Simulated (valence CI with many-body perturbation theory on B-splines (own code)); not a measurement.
**Run record, I XV**

Calculated by valence CI with perturbative core correlation (CI+MBPT): three valence electrons over a frozen Dirac-Fock core [Kr], radial functions for each j: 6 s, 6 p, 5 d, 5 f, 1 g, with the one-electron correlation potential Σ1 (screened to all orders), the two-electron term Σ2, the three-electron term Σ3, Breit, model QED; selected single and double excitations, second order for the rest, scaled by the run's own slope (own B-spline code, finite nucleus).

Command, and the settings that its task file holds:

```sh
python run_cv.py task.json out
```

```
atom I  Z=53  mass_number=127  rms_radius_fm=4.7500
core [Kr]
valence 4d3
avg = 1
basis = S
breit = 1
cap = 10000
capref = 1200
cscale = 1
de = 0.0
dress = 0
eps = 2e-08
extrap = 1
h = 0.27
hh = 1
l2 = 3
lcore = 6
maxit = 60
n2 = 5
natural = 1
nlev = 20
nno = [3, 3, 3, 3, 1]
nroot = 26
nsp = [3, 3, 2, 2, 0]
pt2 = 1
qed = 1
rpa = 1
s1 = 1
s2 = 1
s3 = 1
screen = 1
tol = 0.03
whole = 1
```

It took 23 s on 1 thread of AMD EPYC 9R45 96-Core Processor (Zen 5) (shared host).

Log. The first blocks belong to the next ion, which gives the ionisation energy. Fields: 2J, parity (1 odd), roots, reference size, generating configurations, candidates as configurations/state functions, variational space P, stored matrix elements, Davidson steps; e2 is the range of second-order energies in hartree. The first line gives the box (bohr), its intervals, the orbitals and the steps of their self-consistent field. Window is the range of levels sought, series limit the energy at which the first omitted orbital would enter, core excitation an estimate of the first excitation out of the core, left out the lowest levels not solved, and shifts from estimates the range by which levels moved from their first estimate, all in cm⁻¹.

```
rmax 10.0 intervals 62 orbitals 40 references ['4d3', '4d2 4f', '4d2 5s', '4d2 5p'] scf 5 t 1.1
2J=4 par=0 roots 2 ref 42 generators 3 cand 268/268 P 310/310 nnz 0 it 0
2J=4 par=0 roots 2 ref 42 generators 8 cand 20/20 P 330/330 nnz 0 it 0
   second order: generators 13 cand 5/5 e2 -0.00000 -0.00000
2J=6 par=0 roots 2 ref 32 generators 4 cand 232/232 P 264/264 nnz 0 it 0
2J=6 par=0 roots 2 ref 32 generators 12 cand 12/12 P 276/276 nnz 0 it 0
   second order: generators 16 cand 6/6 e2 -0.00000 -0.00000
2J=8 par=0 roots 2 ref 24 generators 2 cand 193/193 P 217/217 nnz 0 it 0
2J=8 par=0 roots 2 ref 24 generators 7 cand 3/3 P 220/220 nnz 0 it 0
   second order: generators 13 cand 0/0 e2 -0.00000 -0.00000
reference levels 432, estimated 19, window 111342 1/cm; series limit 1707608, core excitation 620694
2J=3 par=0 roots 5 ref 42 generators 9 cand 141/369 P 761/1871 nnz 0 it 1
2J=3 par=0 roots 5 ref 42 generators 10 cand 181/541 P 942/2412 nnz 0 it 2
   second order: generators 20 cand 1570/3497 e2 -0.00001 -0.00000
2J=5 par=0 roots 5 ref 48 generators 6 cand 119/345 P 751/2122 nnz 0 it 1
2J=5 par=0 roots 5 ref 48 generators 8 cand 186/722 P 937/2844 nnz 1.7e+06 it 2
   second order: generators 17 cand 1736/4577 e2 -0.00001 -0.00000
2J=7 par=0 roots 3 ref 41 generators 3 cand 123/323 P 675/1881 nnz 0 it 1
2J=7 par=0 roots 3 ref 41 generators 7 cand 149/575 P 824/2456 nnz 0 it 2
   second order: generators 11 cand 1296/3627 e2 -0.00001 -0.00000
2J=9 par=0 roots 3 ref 33 generators 4 cand 91/210 P 605/1488 nnz 0 it 1
2J=9 par=0 roots 3 ref 33 generators 8 cand 111/382 P 716/1870 nnz 0 it 2
   second order: generators 12 cand 1265/3473 e2 -0.00001 -0.00000
2J=1 par=0 roots 2 ref 24 generators 4 cand 149/240 P 666/1061 nnz 0 it 0
2J=1 par=0 roots 2 ref 24 generators 6 cand 164/286 P 830/1347 nnz 0 it 1
   second order: generators 11 cand 821/1237 e2 -0.00001 -0.00000
2J=11 par=0 roots 1 ref 19 generators 1 cand 29/64 P 433/924 nnz 0 it 0
2J=11 par=0 roots 1 ref 19 generators 5 cand 93/275 P 526/1199 nnz 0 it 0
   second order: generators 9 cand 1148/2811 e2 -0.00001 -0.00001
left out: unestimated 735823, estimated none, shifts from estimates -17 to 7
operators 2.2
```

The Davidson iterations converged. The settings are bad on purpose, so the numbers may not be properties of the ion.

No measured spectrum was set against this ion. As an estimate, terms of the open shell hold to 2 to 4 % of their energy, and close levels can change places. Only levels of the ground parity were solved; by the run's estimate the other parity begins above the list, which can be wrong where configurations are misplaced.

```
Valence energy                            : -40.333 hartree
Ionisation energy                         : 336.32 eV (NIST: 335 ± 3 eV (theoretical))
Reference configurations for the orbitals : 4d3, 4d2 4f, 4d2 5s, 4d2 5p
Radial orbitals                           : 40
Box radius                                : 9.955 bohr
Largest variational space                 : 2844
Lowest levels                             : 4d3 4F_3/2 0.0, 4d3 4F_5/2 9735, 4d3 4F_7/2 18201, 4d3 4F_9/2 24390, 4d3 4P_3/2 27170, 4d3 4P_1/2 30630, 4d3 2G_7/2 40038, 4d3 2H_9/2 41266, 4d3 4P_5/2 43046, 4d3 2D_3/2 [a] 49454, 4d3 2P_1/2 52747, 4d3 2H_11/2 55881, 4d3 2D_5/2 [a] 61182, 4d3 2G_9/2 63222 cm⁻¹
```

Names give the largest LS component (configuration and term), which can be under half, so a name can repeat, a term be missing and a line seem to break the LS rules; names also repeat where a configuration has a term twice. Letters in brackets count levels of one name in rising energy.
